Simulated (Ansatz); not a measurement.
Compare A (`B1CO[SiH2]1`) with its isomer B (`[SiH3]C1BO1`).

Isolated molecules relaxed with PBE0-D4/def2-TZVP in Ansatz; ΔE leaves out vibrations. CCSD(T)/CBS is the MP2 limit (def2-TZVPP, def2-QZVPP) plus CCSD(T) − MP2 in def2-TZVPP, frozen cores. Functionals use def2-TZVPP.

**Question.** Which isomer does CCSD(T)/CBS put lower? Give the gap. (An estimate is asked.)

**Answer.** Ansatz gave: B, by 27.8 kJ/mol.

**Question.** Give E(B) − E(A) in kJ/mol with CCSD(T)/def2-SVP, BLYP-D4, PBE0-D4, CCSD(T)/def2-TZVPP, MP2/def2-TZVPP, CCSD/def2-TZVPP, ωB97M-V. (Best estimate.)

**Answer.** Ansatz gave: CCSD(T)/def2-SVP -56.0, BLYP-D4 -41.2, PBE0-D4 -24.7, CCSD(T)/def2-TZVPP -30.8, MP2/def2-TZVPP -35.9, CCSD/def2-TZVPP -26.3, ωB97M-V -30.4. None reverses the order clearly.

**Question.** Does the order hold for the free energy at 298.15 K (harmonic terms from PBE0-D4)? (An estimate is asked.)

**Answer.** The calculation gave: Yes: G(B) − G(A) = -35.9 kJ/mol.

Largest T1 diagnostic: 0.016.

At CCSD(T), def2-SVP lies −28.1 kJ/mol from the extrapolated value and def2-TZVPP −3.0 kJ/mol. Leaving LDA and LC-ωPBE aside and taking each functional with its dispersion term where it has one, the values, not all of them listed here, spread over 19.9 kJ/mol, from BLYP-D4 to BHLYP-D4. LDA lies +8.5 kJ/mol from PBE without D4.
